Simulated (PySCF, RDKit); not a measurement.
Relaxed torsion scan: C7H6OS, SMILES O=Cc1cccc(S)c1. Scanned: dihedral O1–C2–C3–C4; all other coordinates were relaxed at GFN2-xTB. Points at φ and −φ are mirror images. Heavy atoms are numbered in the order of the SMILES O=Cc1cccc(S)c1, hydrogens after them in the order of the atoms that carry them; the mirror image has the same energies with the sign of each dihedral reversed.

UFF // GFN2-xTB (RDKit); RHF/STO-3G = restricted Hartree-Fock/STO-3G // GFN2-xTB (PySCF); MMFF94 // GFN2-xTB (RDKit).

Energies in kJ/mol, each method relative to its own lowest point.

```csv
φ / °,UFF,RHF/STO-3G,MMFF94
-165,1.6,1.5,1.8
-150,6.1,5.6,7.0
-135,13.7,11.7,15.1
-120,23.5,18.4,24.6
-105,33.2,23.3,33.2
-90,38.2,25.0,37.1
-75,35.0,23.3,34.4
-60,25.8,18.8,26.7
-45,15.2,12.7,17.4
-30,6.7,6.7,9.5
-15,1.6,2.5,4.4
0,0.0,1.0,2.6
15,1.6,2.5,4.4
30,6.7,6.7,9.5
45,15.2,12.7,17.4
60,25.8,18.8,26.7
75,35.0,23.3,34.4
90,38.2,25.0,37.1
105,33.2,23.3,33.2
120,23.5,18.4,24.6
135,13.7,11.7,15.1
150,6.1,5.6,7.0
165,1.6,1.5,1.8
180,0.1,0.0,0.0
```
